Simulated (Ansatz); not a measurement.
C₄H₇NSi, SMILES C#CC(=C)[SiH2]N.

Coordinates come from a B3LYP-D3(BJ)/def2-SVP optimisation. This is a generated structure with no PubChem entry under its InChIKey; it may be hypothetical. The values are those of a single conformer.

Two levels are set side by side: PBE/def2-SVPD (Ansatz, a program for electronic structure) and PBE0/def2-SVPD (Ansatz). Energy differences of separate SCF runs at the same geometry; the states with an electron removed or added have multiplicity 2 and 2. Differences are taken from unrounded values.

```
quantity                           PBE0   PBE  PBE minus PBE0
---------------------------------  ----  ----  --------------
vertical ionisation energy (eV)    8.99  8.68           -0.31
vertical singlet–triplet gap (eV)  3.29  3.32            0.03
```
